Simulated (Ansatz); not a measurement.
```yaml
crystal:
  periodic: [false, false, false]
  atoms:
    - {symbol: Ga, position_ang: [-1.175670, 1.201374, -0.910809]}
    - {symbol: Ge, position_ang: [0.637655, 0.066522, 0.278076]}
    - {symbol: Te, position_ang: [-0.072067, -2.388290, 0.547775]}
    - {symbol: H, position_ang: [-2.236392, 0.342951, -1.686215]}
    - {symbol: H, position_ang: [-1.273402, 2.768042, -0.893509]}
    - {symbol: H, position_ang: [1.968688, 0.118597, -0.501830]}
    - {symbol: H, position_ang: [0.910658, 0.653953, 1.676864]}
    - {symbol: H, position_ang: [1.240530, -2.763139, 1.489657]}
basis:
  gaussian: {orbitals: def2-TZVP, nuclear_model: gaussian}
magnetization: {spin_polarized: true, initial_magnetization: 6}
hamiltonian: {xc: {name: PBEsol}, dispersion: d3bjatm}
output: {forces: true}
```

```sh
$ ansatz run in.yaml --threads 4 --pin off --events-out ev --progress --plain --max-ram 10444MiB
```

Output, abridged:

```
Functional definition: PBEsol
  name "PBEsol"
  cite "Perdew et al., Phys. Rev. Lett. 100, 136406 (2008) doi:10.1103/PhysRevLett.100.136406"
  cite "Perdew, Burke & Ernzerhof, Phys. Rev. Lett. 77, 3865 (1996) doi:10.1103/PhysRevLett.77.3865"
  parent pbesol
  exchange = pbesol_x
  correlation = pbesol_c
1332 factors; their error is unknown
mean field evaluation 1: about -116150.5721 eV, gradient 3.2e1 eV
mean field evaluation 2: about -116132.7190 eV, gradient 5.6e1 eV
mean field evaluation 4: about -116151.5287 eV, gradient 1.3e1 eV
mean field evaluation 8: about -116153.9825 eV, gradient 1.5e0 eV
mean field evaluation 16: about -116153.8564 eV, gradient 3.1e-2 eV
mean field -116153.85640532 eV, -4268.5754909840 hartree, gradient 2.8e-5 eV, S^2 12.003595; 6 other end points of the search recorded, 0 dependent functions left out
the calculation of the forces begins
reference -116153.85645647 eV, -4268.5754928637 hartree; 49, 43 occupied and 127, 133 virtual orbitals, 1332 factors
Total energy: -116153.95228656 eV, -4268.5790145546 hartree
Atom 0 at    -1.175670     1.201374    -0.910809 Å, force    -0.050989     0.162211     0.123575 eV/Å
Atom 1 at     0.637655     0.066522     0.278076 Å, force     0.776755     2.225360    -0.622446 eV/Å
Atom 2 at    -0.072067    -2.388290     0.547775 Å, force    -4.239343    -2.518640    -1.999200 eV/Å
Atom 3 at    -2.236392     0.342951    -1.686215 Å, force    -0.097255    -0.342180    -0.067204 eV/Å
Atom 4 at    -1.273402     2.768042    -0.893509 Å, force     0.002175     0.726398    -0.074610 eV/Å
Atom 5 at     1.968688     0.118597    -0.501830 Å, force     0.483505     0.258904    -0.550396 eV/Å
Atom 6 at     0.910658     0.653953     1.676864 Å, force    -0.157590     0.464053     0.714600 eV/Å
Atom 7 at     1.240530    -2.763139     1.489657 Å, force     3.282742    -0.976106     2.475681 eV/Å
Dipole moment:     0.007709     0.011852    -0.011874 e Å
```

Q: What is wrong with this run?

A: The spin is set far too high for this molecule. The calculation finished and met its thresholds. The result belongs to that input, not to the molecule as meant.
